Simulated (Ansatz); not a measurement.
Relaxation of CH$_{4}$BNO (8 atoms, charge 0, multiplicity 1), to a largest force component of 0.015 eV/Å in at most 40 steps.

The calculation used RKS B3LYP-D4/6-31G* in Ansatz 0.2.0.

```xyz
8
Properties=species:S:1:pos:R:3:forces:R:3
N -0.876 1.208 -0.280 -0.14 0.19 -0.09
B -0.097 0.072 -0.199 -0.07 -0.07 -0.50
C 0.606 -1.163 -0.709 0.04 -0.29 -0.69
O 0.603 -0.667 0.672 0.22 0.18 1.46
H -1.282 1.520 -1.145 -0.06 0.03 -0.16
H -1.084 1.797 0.504 -0.05 0.19 0.32
H 1.598 -1.142 -1.147 0.21 0.01 -0.21
H 0.119 -2.128 -0.796 -0.14 -0.24 -0.13
```

**Question.** Where does it end, and by what steps?

**Answer.** It converged. After 4 steps the energy has fallen by 0.041 eV; O4 moved furthest, 0.04 Å.

```csv
step,energy less start (eV),largest force component (eV/Å),accepted
0,0.0000,1.462,yes
1,-0.0289,0.747,yes
2,-0.0394,0.182,yes
3,-0.0401,0.135,yes
4,-0.0411,0.015,yes
```

```xyz
8
Properties=species:S:1:pos:R:3
N -0.879 1.213 -0.288
B -0.097 0.067 -0.212
C 0.612 -1.174 -0.717
O 0.595 -0.646 0.707
H -1.297 1.536 -1.147
H -1.076 1.793 0.516
H 1.610 -1.150 -1.155
H 0.119 -2.143 -0.804
```

Whether the end is a true minimum wasn't checked by a vibrational analysis.

Time of the run: 22 s on 1 thread of Intel(R) Xeon(R) Processor @ 2.70GHz, with other jobs on the host, peak memory 0.17 GiB.
